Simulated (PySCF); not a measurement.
Si(OSiH3)(NHSiH3)(Me)2 (C₂H₁₃NOSi₃), SMILES C[Si](C)(N[SiH3])O[SiH3]. Atoms are numbered in the order given.

```xyz
20

C      0.1950    -0.5092    -2.0071
Si    -0.0424     0.1706    -0.2709
C     -0.5538     1.9783    -0.3256
N      1.3872    -0.0653     0.7164
Si     2.9913     0.5844     0.4942
O     -1.2159    -0.7314     0.5397
Si    -2.8270    -1.1486     0.4135
H      1.0308     0.0123    -2.5182
H      0.4387    -1.5901    -1.9726
H     -0.7147    -0.3753    -2.6281
H      0.2527     2.5977    -0.7703
H     -1.4679     2.1275    -0.9365
H     -0.7506     2.3587     0.6969
H      1.2239    -0.6716     1.5268
H      4.0423    -0.4845     0.3225
H      3.4387     1.4614     1.6377
H      2.9445     1.4176    -0.7590
H     -3.0915    -1.9023    -0.8648
H     -3.7053     0.0764     0.4324
H     -3.1782    -2.0235     1.5820
```

The structure is a stationary point at PBE-D3(BJ)/def2-SVP. One conformer was computed; it need not be the lowest.

The numbers are results of TDA-M06-2X/def2-SVPD (PySCF), not measurements.

Vertical excitations. 

```csv
state,energy (eV),λ (nm),f,main pairs
S1,6.36,195,0.017,"HOMO→LUMO 62 %, HOMO→LUMO+2 17 %, HOMO→LUMO+3 13 %"
S2,7.16,173,0.005,"HOMO→LUMO 25 %, HOMO→LUMO+2 21 %, HOMO→LUMO+3 15 %, HOMO−1→LUMO 13 %"
S3,7.31,170,0.010,"HOMO→LUMO+3 39 %, HOMO→LUMO+1 36 %"
S4,7.48,166,0.003,"HOMO−1→LUMO 24 %, HOMO→LUMO+7 18 %, HOMO→LUMO+6 17 %, HOMO−1→LUMO+1 14 %"
S5,7.63,162,0.002,"HOMO→LUMO+7 23 %, HOMO→LUMO+6 19 %, HOMO→LUMO+11 8 %, HOMO−1→LUMO 8 %"
S6,7.75,160,0.005,"HOMO−2→LUMO 46 %, HOMO−2→LUMO+1 34 %"
T1,6.10,203,0,"HOMO→LUMO 50 %, HOMO→LUMO+3 19 %, HOMO→LUMO+2 18 %"
T2,7.00,177,0,"HOMO→LUMO 24 %, HOMO−1→LUMO 22 %, HOMO→LUMO+3 11 %, HOMO−1→LUMO+1 11 %"
```
Triplets are in the Tamm–Dancoff approximation.
